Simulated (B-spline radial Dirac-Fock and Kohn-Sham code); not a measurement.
**K-line shifts caused by a second vacancy in Nb⁷⁺**

System: niobium as Nb⁷⁺, configuration [Ar] 3d10 4s2 4p4.

These are calculated numbers from a radial finite-basis atomic code; the model is multi-electron Dirac-Fock with separately optimised hole states, Breit and Lamb-shift corrections added in first order. Each two-hole energy is an average over J within one jj subconfiguration, not an observable level; in light atoms, where LS coupling holds, the j-resolved values are not observed lines, and for a K spectator the Kα1 hypersatellite is nearly forbidden. No correlation.

Lines without a spectator: Kα2 (K-L2) 16520.3 eV, Kβ3 (K-M2) 18608.4 eV. Shifts in eV with one spectator hole (a dash: not computed, or left out as unreliable):

| spectator hole | Kα2 | Kβ3 |
| --- | --- | --- |
| K (1s) | +454.2 | +576.3 |
| L2 (2p1/2) | +47.5 | – |
| M2 (3p1/2) | – | +14.55 |
| M4 (3d3/2) | +0.43 | – |
| M5 (3d5/2) | -1.78 | – |

Run: 32 s of CPU time on 1 thread of Neoverse-V1 (shared host), peak memory 0.41 GiB.
